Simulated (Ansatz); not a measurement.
ClH$_{2}$SeSi, SMILES `Cl[SiH][SeH]` radical, 5 atoms. Charge 0, multiplicity 2. Correlated methods include outer-core shells of Se, which these sets cover unevenly. Scalar relativity is left out up to krypton. All runs use 2 threads of a server CPU on a shared host. Correlated methods freeze the cores. Open-shell runs search over several starts.

How many basis functions does each run have, and how long does it take in Ansatz? UKS PBE0-D4/def2-SVP energy; direct RPA on PBE orbitals/def2-TZVPP energy; UKS ωB97M-V/def2-QZVPP energy; UHF-CCSD(T)/def2-TZVPP energy; UKS PBE0-D4/def2-TZVP relaxation (9 steps); UKS ωB97M-V/def2-SVP energy; UKS B97M-V/def2-TZVPP energy; UHF-CCSD(T)/def2-SVP energy; UKS PBE0-D4/def2-QZVPP energy; UKS r2SCANh-D4/def2-TZVPP energy; UKS r2SCAN-D4/def2-TZVPP energy and forces; UKS PBE0-D4/def2-TZVP frequencies. (Estimate.)

Ansatz gave: Other jobs shared the machine, so times are rough.

```tsv
level	job	functions	wall time	peak host memory (GiB)
UKS PBE0-D4/def2-SVP	energy	78	1.1 s	0.22
direct RPA on PBE orbitals/def2-TZVPP	energy	160	2.4 s	0.38
UHF-CCSD(T)/def2-SVP	energy	78	3.2 s	0.35
UKS r2SCAN-D4/def2-TZVPP	energy and forces	160	3.5 s	0.28
UKS ωB97M-V/def2-SVP	energy	78	4 s	0.38
UKS r2SCANh-D4/def2-TZVPP	energy	160	4.2 s	0.6
UKS B97M-V/def2-TZVPP	energy	160	6 s	0.37
UKS PBE0-D4/def2-QZVPP	energy	289	7.5 s	1.1
UKS ωB97M-V/def2-QZVPP	energy	289	17 s	1.4
UKS PBE0-D4/def2-TZVP	relaxation (9 steps)	134	25 s	0.49
UKS PBE0-D4/def2-TZVP	frequencies	134	53 s	0.49
UHF-CCSD(T)/def2-TZVPP	energy	160	57 s	2.7
```
